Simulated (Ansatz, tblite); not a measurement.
Cost and result up the ladder for the cluster TaO4H3 (the lowest singlet isomer of a short search) (8 atoms). Charge 0, multiplicity 1. Geometry: PBE-D4/def2-SVP.

```csv
atom,x (Å),y (Å),z (Å)
Ta1,0.007,-0.039,-0.025
O2,-0.145,-1.628,-1.128
O3,1.248,-1.380,-0.678
O4,-0.465,1.535,-0.980
O5,-0.986,-0.197,1.588
H6,1.543,0.522,0.666
H7,-1.022,-0.801,2.349
H8,-0.181,1.989,-1.791
```

Ansatz on 4 threads of Arm Neoverse V1 on a shared host; xTB runs through tblite on one thread. Times are rough, summed over both states, and most runs start from the orbitals of an earlier one. PBE0-D4/def2-TZVP serves as the yardstick here, not as an exact answer. The other state is a doublet.

In the def2 sets Ta takes a core potential; there is no spin–orbit coupling. The xTB rows come from tblite. The structure holds one bond between oxygen atoms, so isomers without such links may lie far lower. The structure comes from a short search, and lower isomers may exist.

Raw xTB energies of ions are shifted by several eV.

```csv
level,functions,wall time
GFN1-xTB,31,0.009 s
GFN2-xTB,28,0.009 s
PBE-D4/def2-TZVP,182,5.5 s
PBE0-D4/def2-TZVP (with forces),182,7 s
r2SCAN-D4/def2-TZVP,182,10 s
```

Estimate what each level gives for the vertical IE (eV).


| level | vertical IE (eV) | difference from PBE0-D4/def2-TZVP (eV) |
| --- | --- | --- |
| GFN1-xTB | 14.70 | 4.98 |
| GFN2-xTB | 14.71 | 5.00 |
| PBE-D4/def2-TZVP | 9.51 | -0.20 |
| PBE0-D4/def2-TZVP (with forces) | 9.71 | 0.00 |
| r2SCAN-D4/def2-TZVP | 9.60 | -0.11 |
